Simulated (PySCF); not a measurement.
# Converging TlN in the basis (MP2)

PySCF, ROHF reference; triplet, unpaired electrons π ↑↑; De to Tl + N without counterpoise correction. Frozen cores follow the default of each basis and core potential.

```
                     basis                           relativity  functions  Re (Å)  ωe (cm⁻¹)  De (eV)  frozen orbitals
        cc-pVDZ-PP/cc-pVDZ  scalar-relativistic core potentials         37   2.312        419     0.75                5
                  def2-SVP  scalar-relativistic core potentials         40   2.314        422     0.77                5
                 def2-SVPD  scalar-relativistic core potentials         52   2.315        425     1.12                5
aug-cc-pVDZ-PP/aug-cc-pVDZ  scalar-relativistic core potentials         55   2.318        417     1.21                5
              x2c-TZVPPall                        spin-free X2C        114   2.290        419     1.20               35
```

Problem. How does each smaller set differ from the one with most functions, x2c-TZVPPall?

Solution. cc-pVDZ-PP/cc-pVDZ: +2.2 pm, +0.0 % in ωe, -0.45 eV in De; def2-SVP: +2.4 pm, +0.7 % in ωe, -0.43 eV in De; def2-SVPD: +2.5 pm, +1.4 % in ωe, -0.08 eV in De; aug-cc-pVDZ-PP/aug-cc-pVDZ: +2.8 pm, -0.5 % in ωe, +0.01 eV in De. All at MP2; the set with most functions is neither the basis-set limit nor always the best. The rows treat relativity differently, so the differences are not basis effects alone.

Correlated steps freeze the inner cores (5 to 35 orbitals); shallow outer-core shells are correlated. Correlated levels converge slowly with the basis: in double zeta they bind strong bonds too weakly, by up to about 1 eV, and carry superposition errors of some tenths. These are scalar-relativistic numbers at best; spin–orbit coupling would shift them, the dissociation energy most. The state was picked by a PBE0 search and need not be the measured ground state.
